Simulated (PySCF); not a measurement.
# Relaxation of quartet IrS3

All numbers come from UB3LYP in PySCF with Ir def2-SVP with ECP60, S def2-SVP; scalar-relativistic core potentials, no spin–orbit coupling; density-fitted integrals. A (50,194) grid was used.

A hand-made trigonal pyramidal start, of C3v symmetry, held to at least that symmetry:

```xyz
4
charge 0 multiplicity 4, angstrom
Ir    0.0000    0.0000   -0.3258
S     1.8454    0.0000    0.6554
S    -0.9227    1.5981    0.6554
S    -0.9227   -1.5981    0.6554
```

Optimiser trace:
```
step  E − E(last) (kJ/mol)  largest gradient (Eh/bohr)
   0                 90.24                     0.04504
   1                 37.40                     0.02476
   2                  9.92                     0.02272
   3                  3.24                     0.01442
   4                  0.52                     0.00541
   5                  0.00                     0.00030
   6                  0.00                     0.00001
```

It ends at C3v with Ir–S 2.146 Å (×3); S–Ir–S 115.6° (×3) (after a last refinement on a finer grid). A frequency run shows a minimum. Other isomers or separated fragments may lie lower.

Final geometry:
```xyz
4
charge 0 multiplicity 4, angstrom
Ir    0.0000    0.0000   -0.1531
S     2.0964    0.0000    0.3046
S    -1.0482    1.8155    0.3046
S    -1.0481   -1.8155    0.3046
```

With open d or f shells other occupations or spin states may lie lower. At this level a doublet minimum of C2v symmetry lies 65 kJ/mol below this structure. Spin–orbit coupling, left out here, can matter for elements this heavy.

The relaxation took roughly 60 core-seconds on a shared host.
